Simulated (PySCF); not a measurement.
# Working out the ionisation energy of Nd

Nd [Xe] 4f4 6s2 (high-spin determinant) → Nd⁺ [Xe] 4f4 6s1 (high-spin determinant). Calculation: PySCF 2.14, in x2c-TZVPPall; scalar relativity by spin-free X2C-1e. Frozen: [Ar] 3d10. Energies in hartree (1 hartree = 27.21139 eV):

| part | Nd (lower) | Nd⁺ (upper) |
| --- | --- | --- |
| UHF | -9619.596807 | -9619.431850 |
| MP2 opposite-spin | -0.666486 | -0.639033 |
| MP2 same-spin | -0.394836 | -0.388607 |

Question: What does Hartree-Fock give?

Answer: (-9619.431850) − (-9619.596807) = 0.164957 hartree = 4.489 eV.

Question: What do MP2 and SCS-MP2 (6/5 opposite-spin, 1/3 same-spin) give?

Answer: The opposite-spin parts differ by 0.747 eV and the same-spin parts by 0.169 eV. MP2: 4.489 + (0.747) + (0.169) = 5.405 eV. SCS-MP2: 4.489 + 1.2 × (0.747) + (0.169)/3 = 5.442 eV.

A first-order spin-orbit estimate adds 0.000 eV to MP2 (valence and next inner shell), giving 5.405 eV against 5.525 eV (measured; NIST Atomic Spectra Database, ionization energies).

One determinant mixes LS terms, so it does not stand for a single term.

What remains against the reference includes basis incompleteness, the frozen core and correlation beyond second order.
